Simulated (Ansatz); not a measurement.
CH3Si (SMILES C[Si]) moved off its minimum; all values from Ansatz (a first-principles code), cores frozen in correlated methods. Open shells are unrestricted.
(charge 0, multiplicity 2)
```xyz
5

C     -1.20562     0.15852     0.05186
Si     0.77489    -0.08822     0.09369
H     -1.44194    -0.47788    -0.75388
H     -1.49694     1.15951     0.02360
H     -1.56754    -0.52123     0.82994
```

Forces at B3LYP/def2-TZVPP (eV/Å):

```csv
atom,Fx,Fy,Fz
C1,2.806,-2.043,1.164
Si2,-0.953,0.207,0.027
H3,-0.593,-0.179,-1.838
H4,-0.987,1.229,0.003
H5,-0.273,0.786,0.643
```

**Question.** Give the forces (eV/Å), the total energy and the dipole at MP2/aug-cc-pV(T+d)Z.

**Answer.** 
```
atom      Fx      Fy      Fz
----  ------  ------  ------
C1     2.874  -2.043   1.148
Si2   -1.080   0.210   0.045
H3    -0.595  -0.181  -1.843
H4    -0.979   1.220   0.011
H5    -0.221   0.795   0.639
```
Energy -328.7515 hartree, dipole 0.82 D.
